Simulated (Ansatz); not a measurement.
C₄H₈O₄Sn (`CC(=O)[O][SnH2][O]C(C)=O`), relaxed with RKS PBE0-D4/def2-TZVP in Ansatz from a PBE-D4/def2-SVP geometry. The force threshold is 0.005 eV/Å; the program also tests the step.

Total charge 0; spin multiplicity 1. Sn: def2 effective core potential.

Start:

```xyz
17

C     1.364   -1.588   -2.551
C     0.930   -0.433   -1.690
O    -0.278   -0.286   -1.343
O     1.810    0.439   -1.321
Sn    0.355    1.682   -0.225
O    -1.412    1.459    1.079
C    -0.914    0.464    1.736
C    -1.743   -0.201    2.801
O     0.247    0.046    1.451
H     2.395   -1.893   -2.297
H     1.358   -1.262   -3.612
H     0.662   -2.433   -2.443
H    -0.406    2.605   -1.476
H     1.486    2.565    0.741
H    -1.094   -0.555    3.623
H    -2.527    0.480    3.177
H    -2.233   -1.089    2.353
```

```
         step  energy (eV)  largest force (eV/Å)  largest move (Å)
            1  -18291.9460                 1.220             0.000
            2  -18292.0697                 0.358             0.098
            3  -18292.0839                 0.323             0.040
            4  -18292.0840                 0.170             0.029
            5  -18292.0890                 0.079             0.055
            6  -18292.0900                 0.013             0.038
            7  -18292.0903                 0.071             0.059
            8  -18292.0906                 0.062             0.004
            9  -18292.0908                 0.039             0.007
           10  -18292.0912                 0.012             0.029
           11  -18292.0914                 0.050             0.049
           13  -18292.0921                 0.005             0.026
           15  -18292.0926                 0.048             0.014
           17  -18292.0930                 0.019             0.021
           19  -18292.0932                 0.035             0.007
           21  -18292.0935                 0.035             0.050
           23  -18292.0936                 0.034             0.005
           25  -18292.0940                 0.021             0.027
           27  -18292.0940                 0.016             0.021
29 (rejected)  -18292.0941                 0.027             0.020
           31  -18292.0941                 0.016             0.005
           33  -18292.0942                 0.012             0.001
           35  -18292.0942                 0.005             0.015
           37  -18292.0942                 0.004             0.010
```

End:

```xyz
17

C     1.380   -1.561   -2.504
C     0.883   -0.409   -1.699
O    -0.313   -0.306   -1.352
O     1.707    0.499   -1.336
Sn    0.240    1.647   -0.283
O    -1.436    1.364    1.019
C    -0.882    0.431    1.694
C    -1.637   -0.208    2.808
O     0.276    0.076    1.386
H     1.999   -2.188   -1.858
H     2.014   -1.201   -3.315
H     0.550   -2.147   -2.891
H    -0.563    2.503   -1.521
H     1.307    2.601    0.646
H    -0.982   -0.834    3.408
H    -2.113    0.557    3.422
H    -2.431   -0.822    2.376
```

It took 110 s on 5 threads of an AMD EPYC 7R13 on a shared host and a share of an NVIDIA H100 80 GB, with 1 GiB of host memory at the peak.
